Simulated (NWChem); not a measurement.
Basis-set convergence for H₂BIO₂

```xyz
6

B     -1.1102     0.7801     0.0000
I      0.6647    -0.4814     0.0000
O     -2.3126     0.1554     0.0000
H     -3.0444     0.8030     0.0000
O     -1.0060     2.1394     0.0000
H     -0.0835     2.4502     0.0000
```
Charge 0, spin multiplicity 1.

All runs are NWChem calculations. Structure: optimised with PBE/def2-SVP with def2 effective core potentials on I, a minimum by its harmonic frequencies. It is one conformer; others weren't searched.

Quantity: dipole moment at the level B3LYP.

Effective core potentials replace the inner electrons of I; spin-orbit coupling is left out. B3LYP has NWChem's definition, with VWN1-RPA local correlation. The structure started from a generated list of species.

Relative cost: rough, from shared machines, SCF included, def2-SVP = 1.

```json
[
 {"basis": "def2-SVP", "functions": "78", "dipole moment (D)": "(withheld)", "relative cost": "1"},
 {"basis": "def2-SVPD", "functions": "117", "dipole moment (D)": "1.91", "relative cost": "4"},
 {"basis": "def2-TZVP", "functions": "155", "dipole moment (D)": "(withheld)", "relative cost": "4"},
 {"basis": "def2-TZVPP", "functions": "171", "dipole moment (D)": "(withheld)", "relative cost": "5"},
 {"basis": "def2-TZVPD", "functions": "194", "dipole moment (D)": "1.90", "relative cost": "20"}
]
```

Task: What belongs in the gaps?

Result: 
- def2-SVP, dipole moment (D): 2.25
- def2-TZVP, dipole moment (D): 2.00
- def2-TZVPP, dipole moment (D): 1.98
